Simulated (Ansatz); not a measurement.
C2H8O2Sn, SMILES `[CH3][Sn]([CH3])([OH])[OH]`, relaxed with RKS PBE0-D4/def2-TZVP in Ansatz from a PBE-D4/def2-SVP geometry. The force threshold is 0.005 eV/Å; the program also tests the step.

Charge 0, multiplicity 1. Sn: def2 effective core potential.

Start:

```xyz
13

C    -1.788   -0.741   -0.035
Sn    0.226    0.022    0.250
C     1.262    0.886   -1.417
O     0.211    1.476    1.652
O     1.451   -1.461    0.865
H    -1.766   -1.549   -0.791
H    -2.190   -1.142    0.915
H    -2.441    0.079   -0.391
H     1.387    0.130   -2.215
H     2.255    1.222   -1.065
H     0.693    1.752   -1.807
H    -0.385    1.239    2.389
H     1.086   -1.913    1.650
```

(1) By how much does the energy fall, and how many steps does the optimiser take? (Estimate.)

(2) Which bonds change most? (Estimate.)

(3) Give the relaxed structure. (Estimate.)

Results:

(1) Ansatz gave: 15.38 kJ/mol, in 26 steps, 2 of them rejected.

(2) Computed: C1–Sn2 from 2.173 to 2.124 Å; Sn2–O4 from 2.020 to 1.973 Å; Sn2–O5 from 2.019 to 1.972 Å; Sn2–C3 from 2.145 to 2.124 Å.

(3) The calculation gave: 
```xyz
13

C    -1.879   -0.692   -0.104
Sn    0.105   -0.018    0.247
C     1.272    0.796   -1.329
O     0.153    1.401    1.617
O     0.976   -1.596    1.049
H    -1.900   -1.358   -0.967
H    -2.224   -1.238    0.774
H    -2.536    0.158   -0.287
H     1.557    0.012   -2.029
H     2.168    1.249   -0.904
H     0.705    1.563   -1.856
H    -0.269    1.151    2.441
H     1.872   -1.428    1.348
```
